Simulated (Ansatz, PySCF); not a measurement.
System: AlH2 (charge +1, singlet). SMILES: [AlH2+]
Geometry: optimised at B3LYP-D3(BJ)/def2-TZVP (Ansatz, an electronic-structure program).

Wanted: vertical ionisation energy (to the doublet state of charge +2; each state is the SCF solution reached for its spin; the UHF <S^2> is 0.89 for the doublet (pure: 0.75); for the doublet T1 is 0.049), in eV. Valence correlation only, unless marked. UHF or UKS for open shells. No spin-orbit coupling. No relativistic terms. CBS(X,Y): correlation extrapolated as X^-3; Hartree-Fock from the larger set.

```json
[
 {"level": "r2SCAN/def2-TZVPD", "program": "Ansatz", "vertical ionisation energy (eV)": "18.96", "minus last row": "-0.34"},
 {"level": "CCSD/def2-SVPD", "program": "Ansatz", "vertical ionisation energy (eV)": "19.14", "minus last row": "-0.16"},
 {"level": "CCSD/def2-QZVPPD", "program": "Ansatz", "vertical ionisation energy (eV)": "19.27", "minus last row": "-0.03"},
 {"level": "CCSD(T)/aug-cc-pV(D+d)Z", "program": "Ansatz", "vertical ionisation energy (eV)": "19.15", "minus last row": "-0.15"},
 {"level": "CCSD(T)/def2-SVPD", "program": "Ansatz", "vertical ionisation energy (eV)": "19.15", "minus last row": "-0.15"},
 {"level": "CCSD(T)/def2-TZVPPD", "program": "Ansatz", "vertical ionisation energy (eV)": "19.25", "minus last row": "-0.05"},
 {"level": "CCSD(T)/CBS(aug-cc-pV(T+d)Z,aug-cc-pV(Q+d)Z)", "program": "Ansatz", "vertical ionisation energy (eV)": "19.30", "minus last row": "0.00"}
]
```

For comparison, minus the highest occupied orbital energy (PySCF): 16.78 eV at MN15/def2-TZVPD, 15.65 eV at TPSSh/def2-TZVPD, 15.03 eV at BP86/def2-TZVPD.
